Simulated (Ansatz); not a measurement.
Calculated with Ansatz (gas phase, PBE0-D4/def2-TZVP geometries, no zero-point term in ΔE). CCSD(T)/CBS adds triple-zeta CCSD(T) − MP2 to the extrapolated MP2 energy (def2 sets, frozen cores). This one scheme is used for every species. Functionals use def2-TZVPP. B3LYP here is the variant with VWN-RPA as its local correlation; programs differ in this. One conformer a species, not always the lowest.

Reaction (ligand exchange at the Al–O bond): `[CH3][Al]([OH])[SiH3]` + CH₃NH₂ → `C[NH][Al]([CH3])[SiH3]` + H₂O

`[CH3][Al]([OH])[SiH3]`:

Cartesian coordinates in Å:
```
C -0.795 -1.514 1.091
Al 0.272 -0.490 -0.169
O 1.404 -1.351 -1.104
Si 0.086 1.944 -0.484
H -0.552 -2.579 1.052
H -1.864 -1.401 0.887
H -0.635 -1.167 2.117
H 1.972 -0.931 -1.748
H -1.300 2.344 -0.869
H 0.410 2.685 0.771
H 1.001 2.460 -1.544
```

CH₃NH₂:

```xyz
7

C    -0.395    0.091   -0.398
N     0.524   -0.453    0.587
H    -0.340    1.180   -0.542
H    -1.420   -0.155   -0.112
H    -0.212   -0.383   -1.365
H     0.364   -0.035    1.494
H     1.481   -0.245    0.335
```

`C[NH][Al]([CH3])[SiH3]`:

Z-matrix (Å, degrees):
```
C
N 1 1.447
H 1 1.097 2 112.4
H 1 1.092 2 109.9 3 119.2
H 1 1.097 2 112.4 3 -121.5
Al 2 1.773 1 129.7 3 -119.3
H 2 1.010 1 111.6 3 60.7
Si 6 2.457 2 117.7 1 0.0
C 6 1.953 2 118.7 1 -180.0
H 8 1.493 6 111.4 2 121.1
H 8 1.494 6 111.4 2 -120.5
H 8 1.492 6 113.9 2 0.3
H 9 1.095 6 111.1 2 -120.8
H 9 1.093 6 112.5 2 0.0
H 9 1.095 6 111.1 2 120.8
```

H₂O:

Z-matrix (Å, degrees):
```
O
H 1 0.960
H 1 0.960 2 105.1
```

```
             level  ΔE (kcal/mol)  difference from CCSD(T)/CBS
            PBE-D4            9.6                         -0.2
         r2SCAN-D4           10.8                          1.0
           PBE0-D4            9.8                          0.0
          B3LYP-D4           10.5                          0.7
           ωB97X-V           11.0                          1.2
           ωB97M-V           10.8                          1.0
            B2PLYP           11.7                          1.9
               PBE           10.8                          1.0
            r2SCAN           11.2                          1.4
              PBE0           10.9                          1.1
             B3LYP           12.4                          2.6
     HF/def2-TZVPP           13.6                          3.8
    MP2/def2-TZVPP           10.0                          0.2
SCS-MP2/def2-TZVPP           10.7                          0.9
   CCSD/def2-TZVPP           10.6                          0.8
CCSD(T)/def2-TZVPP           10.1                          0.3
     HF/def2-QZVPP           13.6                          3.8
    MP2/def2-QZVPP            9.8                          0.0
SCS-MP2/def2-QZVPP           10.6                          0.8
      HF/CBS(def2)           13.6                          3.8
     MP2/CBS(def2)            9.7                         -0.1
    CCSD/CBS(def2)           10.3                          0.5
       CCSD(T)/CBS            9.8                            0
```

Largest T1 diagnostic among the species: 0.013.

The D4 term adds −1.9 kcal/mol with B3LYP and −1.1 kcal/mol with PBE0; it sums over pairs of atoms, weighted by their polarisabilities, and B3LYP, whose exchange is more repulsive, gets the larger term. In def2-TZVPP, CCSD(T) changes the Hartree–Fock value by −3.6 kcal/mol (the triples alone add −0.5 kcal/mol) and MP2 by −3.6 kcal/mol.
